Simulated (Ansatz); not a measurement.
`O[SiH2][SiH2]Cl` + H₂ → `[SiH3][SiH2]Cl` + H₂O at 600 K and 1 bar (hydrogenolysis of the Si–O bond).

Isolated molecules relaxed with PBE0-D4/def2-TZVP in Ansatz; ΔE leaves out vibrations. CBS: MP2 limit from def2 TZ/QZ plus the TZ coupled-cluster correction, frozen cores. This one scheme is used for every species. Each species was taken in one conformer, which may not be the lowest.

| species | CCSD(T)/CBS energy (Eh) | H − E (kJ/mol) | S (J/(mol·K)) |
| --- | --- | --- | --- |
| `O[SiH2][SiH2]Cl` | -1116.20195 | 192.0 | 442.9 |
| H₂ | -1.17544 | 43.9 | 150.8 |
| `[SiH3][SiH2]Cl` | -1040.97629 | 165.1 | 399.9 |
| H₂O | -76.37941 | 76.8 | 212.8 |

H − E and S are ideal-gas, rigid-rotor, harmonic terms from PBE0-D4/def2-TZVP, for one conformer and one mirror image of each species. The MP2-based limit puts H₂ 0.8 mEh under its directly extrapolated value; such offsets cancel only in part. 1 Eh = 2625.50 kJ/mol, R = 8.31446 J/(mol·K).

Q: By hand: ΔE, ΔH, ΔS and ΔG.

A: ΔE = (-1040.97629) + (-76.37941) − (-1116.20195) − (-1.17544) = 0.02169 Eh = 56.9 kJ/mol. Δ(H − E) = 165.1 + 76.8 − 192.0 − 43.9 = 6.0, so ΔH = 62.9 kJ/mol. ΔS = 399.9 + 212.8 − 442.9 − 150.8 = 19.0 J/(mol·K). ΔG = 62.9 − 600 × (19.0)/1000 = 51.5 kJ/mol.

Q: By hand: the equilibrium constant, and the temperature at which ΔG would vanish if ΔH and ΔS stayed fixed.

A: log₁₀ K = −ΔG/(RT ln 10) = -4.5. ΔG = 0 at ΔH/ΔS = 3311 K, far beyond where these terms or the molecules hold.

ΔH outweighs TΔS. A doubt of 5 kJ/mol in ΔE shifts log₁₀ K by 0.4 here. Other conformers and mirror images would add mixing entropy, several J/(mol·K) or more a flexible species. Modes under 60 cm⁻¹, often nearly free rotors, make the harmonic entropy too high. These are equilibria of isolated gas molecules and say nothing of rates. Largest T1 diagnostic: 0.011 (customary marks: 0.02 for closed shells, 0.045 for open ones).
